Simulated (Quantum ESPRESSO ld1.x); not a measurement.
Input (ld1.x (Quantum ESPRESSO 7.5)):

```
 &input
    zed=2.0,
    iswitch=1,
    rel=1,
    lsd=1,
    dft='PW',
    config='1s1 2s0 2p0',
    verbosity='high',
    prefix='ld1',
    max_out_wfc=37,
    file_charge='ld1.rho',
 /
```

Standard output:

```
     Program LD1 v.7.5 starts

     --------------------------- All-electron run ----------------------------

     scalar relativistic calculation

     atomic number is  2.00
     dft =PW   lsd =1 sic =0 latt =0  beta=0.20 tr2=1.0E-14
     Exchange-correlation= PW
                           (   1   4   0   0   0   0   0)
     mesh =1663 r(mesh) =  99.76853 a.u. xmin = -8.00 dx = 0.00800
     1 Ry =  13.60569312 eV, c = 137.03599908

     n l     nl                  e(Ry)          e(Ha)          e(eV)
     1 0     1S 1( 1.00)      -3.021039769      -1.510519885    -41.1033400
     2 0     2S 1( 0.00)      -0.426712274      -0.213356137     -5.8057163
     2 1     2P 1( 0.00)      -0.369708060      -0.184854030     -5.0301344
     1 0     1S 2( 0.00)      -2.090507278      -1.045253639    -28.4428005
     2 0     2S 2( 0.00)      -0.360535762      -0.180267881     -4.9053389
     2 1     2P 2( 0.00)      -0.312081567      -0.156040784     -4.2460860

     final scf error:  3.5E-15 reached in  13 iterations

     Etot =      -3.883724 Ry,      -1.941862 Ha,     -52.840763 eV
     Total magnetization:    1.00 Bohr mag.

     Ekin =       3.848198 Ry,       1.924099 Ha,      52.357396 eV
     Encl =      -7.846007 Ry,      -3.923004 Ha,    -106.750370 eV
     Eh   =       1.219020 Ry,       0.609510 Ha,      16.585619 eV
     Exc  =      -1.104935 Ry,      -0.552468 Ha,     -15.033407 eV

     normalization and overlap integrals

     s(1S/1S) =  1.000000  <r> =   0.7715  <r2> =    0.7997  r(max) =   0.5040
     s(1S/2S) = -0.000017
     s(2S/2S) =  1.000000  <r> =   3.6988  <r2> =   16.2062  r(max) =   3.0248
     s(2P/2P) =  1.000000  <r> =   3.3215  <r2> =   13.6690  r(max) =   2.4765
     s(1S/1S) =  1.000000  <r> =   0.9162  <r2> =    1.1447  r(max) =   0.5728
     s(1S/2S) = -0.000013
     s(2S/2S) =  1.000000  <r> =   4.2770  <r2> =   21.5827  r(max) =   3.5782
     s(2P/2P) =  1.000000  <r> =   3.9686  <r2> =   19.2035  r(max) =   3.0491

     ------------------------ End of All-electron run ------------------------
```

Run on one thread of a shared host, so times are rough (Intel(R) Xeon(R) Processor @ 2.60GHz): 0.28 s of CPU time, 1.1 s wall, 13 iterations on 1663 mesh points.
